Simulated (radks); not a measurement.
Results of a calculation; reference values are marked as such.
The praseodymium ion Pr6+ is in [Kr] 4d10 5s2 5p(1/2: 2, 3/2: 3). Level of theory: Dirac Kohn-Sham, PBE, spin-unpolarised, spherical densities, finite nucleus; Fermi nuclear charge, rms radius of each element as measured or else 0.836 A^(1/3) + 0.57 fm (a radial shooting solver on a logarithmic mesh with Libxc functionals). Sub-shells are occupied by j as written (lower j first in brackets). One electron is removed from 5p1/2, 5s1/2, 5p3/2, 4d5/2 in turn, with full relaxation. Which removal costs least, and what does each cost?

Answer. 5p3/2 96.771 eV; 5p1/2 101.12 eV; 5s1/2 120.05 eV; 4d5/2 211.55 eV. The 5p3/2 electron leaves first.
